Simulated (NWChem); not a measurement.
C₂HCl₂F; SMILES FC=C(Cl)Cl

Computed with NWChem. Pople sets run with spherical d functions. Each level has its own optimisation; frequencies are unscaled.

For level Hartree-Fock/6-31G*:

```
Item                               Value
---------------------------------  -----
r C–C (Å)                          1.312
r C–H (Å)                          1.070
highest harmonic frequency (cm⁻¹)   3456
lowest (cm⁻¹)                        222
zero-point energy (kcal/mol)        18.2
dipole (D)                          1.57
```

**Question.** What are these values for level PBE/def2-SVP?

**Answer.** 
* **r C–C (Å)**: 1.351
* **r C–H (Å)**: 1.101
* **highest harmonic frequency (cm⁻¹)**: 3147
* **lowest (cm⁻¹)**: 189
* **zero-point energy (kcal/mol)**: 16.0
* **dipole (D)**: 1.01
